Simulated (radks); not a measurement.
Results of a calculation; reference values are marked as such.
The nuclear charge of the chlorine ion Cl2+ is varied continuously with 15 electrons held in [Ne] 3s2 3p3. Code: a radial shooting solver on a logarithmic mesh with Libxc functionals. Model: non-relativistic Kohn-Sham, SCAN, spin-unpolarised, spherical densities, point nucleus; meta-GGA in the generalised Kohn-Sham scheme. By the Hellmann-Feynman theorem dE/dZ = E(electron-nucleus)/Z, the electronic potential at the nucleus.

| Z | E (hartree) | E(electron-nucleus)/Z (hartree) | HOMO | e(HOMO) (eV) | <r> HOMO (bohr) |
|---|---|---|---|---|---|
| 16.5 | -427.61106 | -61.0487 | 3p | -24.016 | 1.733 |
| 16.6 | -433.73848 | -61.5077 | 3p | -25.527 | 1.705 |
| 16.7 | -439.91255 | -61.9665 | 3p | -27.071 | 1.678 |
| 16.8 | -446.13205 | -62.4252 | 3p | -28.649 | 1.652 |
| 16.9 | -452.39737 | -62.8838 | 3p | -30.261 | 1.627 |
| 17 | -458.70889 | -63.3423 | 3p | -31.907 | 1.602 |
| 17.1 | -465.06569 | -63.8007 | 3p | -33.586 | 1.579 |
| 17.2 | -471.46908 | -64.2589 | 3p | -35.298 | 1.556 |
| 17.3 | -477.91789 | -64.7171 | 3p | -37.044 | 1.534 |
| 17.4 | -484.41247 | -65.1753 | 3p | -38.822 | 1.513 |
| 17.5 | -490.95280 | -65.6333 | 3p | -40.634 | 1.493 |
| 17.6 | -497.53893 | -66.0913 | 3p | -42.478 | 1.473 |
| 17.7 | -504.17084 | -66.5492 | 3p | -44.355 | 1.453 |
| 17.8 | -510.84851 | -67.0070 | 3p | -46.264 | 1.434 |
| 17.9 | -517.57230 | -67.4647 | 3p | -48.206 | 1.416 |
| 18 | -524.34205 | -67.9223 | 3p | -50.181 | 1.398 |

The central difference of E at Z = 17 is -63.342 hartree, to compare with the third column; the second derivative is -4.53 hartree.
